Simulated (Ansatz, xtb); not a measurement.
Relative energy of two structures of Cl4FHMoO

Structure a is a singlet given by its coordinates and structure b is a singlet given by its coordinates. Both are isolated molecules in the gas phase, relaxed with PBE0-D4/def2-SVP.

a (Å):

```xyz
8

Cl    0.2126   -2.0939   -0.7351
Cl   -0.1414    0.8765   -2.1657
Cl    0.4227    2.3061    0.6389
Cl    0.9298   -0.5005    2.0844
F     2.0554    0.0164   -0.5148
Mo    0.2888    0.1255   -0.0344
O    -1.4711   -0.0790    0.3439
H    -2.2046   -0.7083    0.3270
```

Close contacts (Å): Cl1–Mo6 2.33, Cl2–Mo6 2.30, Cl3–Mo6 2.29, Cl4–Mo6 2.30, F5–Mo6 1.83, Mo6–O7 1.81, Mo6–H8 2.65, O7–H8 0.97.

b (Å):

```xyz
8

Cl    0.6664   -2.0330   -1.0146
Cl    0.0283    0.8067   -2.4026
Cl    0.1859    2.2931    0.4549
Cl    2.6135    0.3418   -0.1872
F     0.4571   -0.4715    1.5006
Mo    0.3352    0.1155   -0.2671
O    -1.4561   -0.1789    0.0154
H    -1.8734   -0.5005    0.8300
```

Close contacts (Å): Cl1–Mo6 2.30, Cl2–Mo6 2.27, Cl3–Mo6 2.30, Cl4–Mo6 2.29, F5–Mo6 1.87, Mo6–O7 1.84, Mo6–H8 2.54, O7–H8 0.97.

Energies in hartree; the thermal terms are from GFN2-xTB frequencies at re-optimised GFN2-xTB minima (ideal gas, soft modes damped towards free rotors, one conformer each, 298.15 K, 1 atm) and include the zero-point energy:

```
                               a            b
E, CCSD(T)/def2-SVP  −2081.152101  −2081.149487
    E, MP2/def2-SVP  −2081.115603  −2081.115451
  E, MP2/def2-TZVPP  −2082.510844  −2082.511459
  zero-point energy      0.019171      0.018928
       H(298 K) − E      0.031105      0.030840
       G(298 K) − E     −0.017485     −0.018709
```

Problem. Correct the CCSD(T) difference for the basis set by the MP2 change, then work out ΔE, ΔE₀, ΔH and ΔG for a → b in kJ/mol (1 Eh = 2625.50 kJ/mol) and the equilibrium ratio [b]/[a].

Solution. 1. Differences b − a: CCSD(T) +0.002614, MP2 in the small set +0.000152, MP2 in the large set −0.000615 Eh.
2. ΔE = +0.002614 + (−0.000615 − (+0.000152)) = +0.001847 Eh = +4.85 kJ/mol.
3. ΔE₀ = ΔE + ΔZPE = +0.001847 + (−0.000243) Eh = +4.21 kJ/mol.
4. ΔH = ΔE + (−0.000265) Eh = +4.15 kJ/mol.
5. ΔG = ΔE + (−0.001224) Eh = +1.64 kJ/mol, so ΔS = (ΔH − ΔG)/T = +8.4 J/(mol K).
6. kT = 0.9442 mEh, so K = [b]/[a] = exp(−ΔG/kT) = exp(−0.66) ≈ 0.52.

The two are too close for this level to say which is favoured. An error of 4 kJ/mol in ΔG would change K by a factor of 5. Large T1 diagnostics make the coupled-cluster value less sure. Mirror images and further conformers aren't counted.

Other levels gave ΔE = +8.4 (PBE0-D4/def2-SVP); +16.2 (HF/def2-SVP); +0.4 (MP2/def2-SVP); +6.9 (CCSD(T)/def2-SVP) kJ/mol. The correlated steps freeze 22 core orbitals. Atoms past krypton carry core potentials in the def2 sets, without spin–orbit terms. Programs: Ansatz 0.2.0, xtb 6.7.1.
